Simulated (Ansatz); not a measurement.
AlH, SMILES [AlH] (connectivity only; charge and spin as stated), charge +1, multiplicity 2.

Geometry: B3LYP-D3(BJ)/def2-TZVPD. The spin state was assumed, not searched.

Two levels are set side by side: PBE/def2-TZVPD (Ansatz, a first-principles code) and PBE0/def2-TZVPD (Ansatz). Energy differences of separate SCF runs at the same geometry; the states with an electron removed or added have multiplicity 1 and 1. Differences are taken from unrounded values.

```json
[
 {"quantity": "vertical ionisation energy (eV)", "PBE0": "16.90", "PBE": "16.84", "PBE minus PBE0": "-0.06"},
 {"quantity": "vertical electron affinity (eV)", "PBE0": "8.11", "PBE": "8.11", "PBE minus PBE0": "0.00"}
]
```

Here PBE gives about what the other level gives.
